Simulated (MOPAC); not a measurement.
MOPAC input (PM3):

```
PM3 FORCE THERMO(298,298) PRECISE LET GEO-OK AUX(PRECISION=9) THREADS=1
ClCs

Cs    0.00000000 1    0.00000000 1   -0.67504648 1
Cl   -0.00000000 1   -0.00000000 1    2.23705462 1
```

Question: Which zero-point energy does it print?

Answer: 0.13 kcal/mol, from the harmonic wavenumbers of PM3.
